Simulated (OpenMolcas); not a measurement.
An atom or ion with 33 electrons was computed by SS-CASPT2, IPEA 0.25 Eh, imaginary shift 0.1 Eh with spin-orbit coupling (OpenMolcas, ANO-RCC-VQZP, DKH2). The lowest levels that the run gave, each within 12 % of the measured value where one is at hand:

| J | Parity | E (eV) | g |
| --- | --- | --- | --- |
| 3/2 | odd | 0.0000 | 2.000 |
| 3/2 | odd | 1.370 | 0.814 |
| 5/2 | odd | 1.397 | 1.200 |
| 1/2 | odd | 2.381 | 0.666 |
| 3/2 | odd | 2.418 | 1.323 |

Task: Which ion is it, and what are the configurations and terms?

Result: As I (Z = 33, neutral; active space 3 electrons in 3 orbitals (4p)). J, parity and g give the terms where levels are pure, and mixed ones are named by the computed weights; the size of the splittings, set against known spectra of the 33-electron sequence, gives the charge. In order, with the measured energies in eV (NIST Handbook of Basic Atomic Spectroscopic Data): 4s2 4p3 4S* 3/2, 4s2 4p3 2D* 3/2 (1.3133), 4s2 4p3 2D* 5/2 (1.3533), 4s2 4p3 2P* 1/2 (2.2548), 4s2 4p3 2P* 3/2 (2.3120).

Term energies are means over components that CASPT2 splits; among the terms shown or strongly mixed into the levels shown the widest spread is 98 cm-1 (4s2 4p3 2D*). With the s shell closed, the reference lacks s² → p² mixing. Computed and measured levels are paired by configuration, term and J; levels that our copy of the source lacks, or whose pairing is in doubt (as where it misses far off the trend of its configuration), stay unpaired and out of the deviations. Levels of configurations outside the active space are missing.

* marks odd parity.
